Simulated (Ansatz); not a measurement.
Ansatz (an electronic-structure program) input (MP2/6-31G*):

Ansatz 0.2 input:
```yaml
crystal:
  periodic: [false, false, false]
  atoms:
    - {symbol: C, position_ang: [-1.27181763, 0.04497988, 0.05803607]}
    - {symbol: C, position_ang: [-0.79276306, -1.25623525, -0.06932325]}
    - {symbol: C, position_ang: [0.57274402, -1.36504895, -0.13660615]}
    - {symbol: C, position_ang: [1.30015021, -0.05938108, -0.06042966]}
    - {symbol: S, position_ang: [-0.00424744, 1.23162066, 0.10135521]}
    - {symbol: H, position_ang: [-2.30176463, 0.35411401, 0.12743714]}
    - {symbol: H, position_ang: [-1.45871037, -2.10793787, -0.11083390]}
    - {symbol: H, position_ang: [1.11161647, -2.29592116, -0.23609882]}
    - {symbol: H, position_ang: [1.97096976, 0.00686322, 0.80157416]}
    - {symbol: H, position_ang: [1.89596663, 0.15106361, -0.95382408]}
basis:
  gaussian:
    orbitals: 6-31G*
magnetization: {spin_polarized: true, initial_magnetization: 1}
correlation: {method: mp2, electrons: outside_noble_gas}
```

Output:

```
Functional definition: HF
integrals: 0.06 GiB planned
909 factors; integrals over basis functions are off by at most 1.8e-3 eV
mean field: 0.40 GiB planned
mean field evaluation 1: about -15013.7803 eV, gradient 1.8e1 eV
mean field evaluation 2: about -15013.8769 eV, gradient 1.8e1 eV
mean field evaluation 4: about -15016.4478 eV, gradient 3.4e0 eV
mean field evaluation 8: about -15016.7608 eV, gradient 4.2e-1 eV
mean field evaluation 16: about -15016.7654 eV, gradient 4.6e-6 eV
mean field -15016.76539658 eV, -551.8559495950 hartree, gradient 4.6e-6 eV, S^2 0.953388; 0 other end points of the search recorded, 0 dependent functions left out
9 core orbitals not correlated
reference -15016.76539658 eV, -551.8559495950 hartree; 14, 13 occupied and 66, 67 virtual orbitals, 909 factors
second order -16.19562860 eV of doubles, -0.00000000 eV of singles
Total energy: -15032.96102518 eV, -552.4511279684 hartree
```

The geometry given is a B3LYP-D3(BJ)/def2-TZVP minimum.

The determinant is spin-contaminated: <S^2> is 0.95 against 0.75 for a pure state.
